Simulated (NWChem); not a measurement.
System: C2H5FGe; SMILES F[C]([GeH3])=C

Computed with NWChem. Medium grid unless said otherwise, to which SCAN and Minnesota functionals are sensitive. Structure relaxed at the PBE0/def2-SVP level. Total energies of different functionals are on different scales.

| level | energy (Ha) | highest occupied level (eV) | orbital gap (eV) | dipole (D) |
|---|---|---|---|---|
| B3LYP/def2-SVP | -2255.6723 | -7.32 | 7.09 | 1.20 |
| PBE/def2-SVP | -2255.1027 | -6.32 | 5.32 | 1.02 |
| PW91/def2-SVP | -2255.7100 | -6.36 | 5.32 | 1.04 |
| M06/def2-SVP | -2255.4732 | -7.65 | 7.60 | 1.33 |
| PW6B95/def2-SVP | -2256.8241 | -7.69 | 7.73 | 1.27 |
| OLYP/def2-SVP | -2256.1543 | -6.17 | 5.38 | 1.05 |
| B3PW91/def2-SVP | -2255.5793 | -7.40 | 7.12 | 1.23 |
